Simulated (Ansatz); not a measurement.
Geometry optimisation, RKS PBE/cc-pVDZ (Ansatz).

Input file:

```yaml
crystal:
  periodic: [false, false, false]
  atoms:
    - { symbol: Al, position_ang: [0.0, 0.0, 0.0] }
    - { symbol: H, position_ang: [0.0, 0.0, 1.91] }
    - { symbol: O, position_ang: [1.5415, 0.0, -0.89] }
    - { symbol: H, position_ang: [1.8414, -0.9519, -1.0449] }
    - { symbol: O, position_ang: [-1.5415, 0.0, -0.89] }
    - { symbol: H, position_ang: [-2.0512, -0.8467, -0.6815] }
    - { symbol: F, position_ang: [0.0892, 1.8864, 0.6275] }
    - { symbol: H, position_ang: [0.0478, 1.0118, 1.7645] }
basis:
  gaussian: { orbitals: cc-pVDZ }
hamiltonian:
  xc: pbe
relax:
  f_tol: 0.15
  max_steps: 25
  restrain:
    - { distance: [0, 6], at: 1.69, k: 30.0 }
    - { distance: [7, 1], at: 0.66, k: 30.0 }
    - { distance: [0, 1], at: 2.76, k: 30.0 }
    - { distance: [7, 6], at: 2.12, k: 30.0 }
```

Launched with:

```bash
$ ansatz run input.yaml --threads 1 --pin off --max-ram 2048MiB --backend cpu --events-out ev --progress --plain --runs-dir out
```

**Question.** Where does it end, and by what steps?

**Answer.** The run converged. The restraints hold the end off the free minimum. After 7 steps the energy has fallen by 1.639 eV (the restraints' own energy left out); Al1 moved furthest, 0.61 Å. Joined: H2–H8 (1.02 → 0.73 Å).

| step | energy less start (eV) | largest force component (eV/Å) | accepted |
| --- | --- | --- | --- |
| 0 | 0.0000 | 3.624 | yes |
| 1 | -0.5438 | 4.404 | yes |
| 2 | -1.1124 | 3.055 | yes |
| 3 | -1.4097 | 2.378 | yes |
| 4 | -1.5427 | 1.397 | yes |
| 5 | -1.5789 | 1.215 | yes |
| 6 | -1.5963 | 1.939 | yes |
| 7 | -1.6391 | 1.702 | yes |

```xyz
8
Properties=species:S:1:pos:R:3
Al 0.008 0.505 -0.344
H 0.006 0.131 2.387
O 1.538 -0.220 -0.737
H 1.548 -1.044 -1.256
O -1.588 -0.091 -0.679
H -1.699 -1.009 -0.988
F 0.080 2.049 0.354
H 0.032 0.778 2.059
```

Time of the run: 19 s on 1 thread of Arm Neoverse V1, on a shared host, peak memory 0.14 GiB.
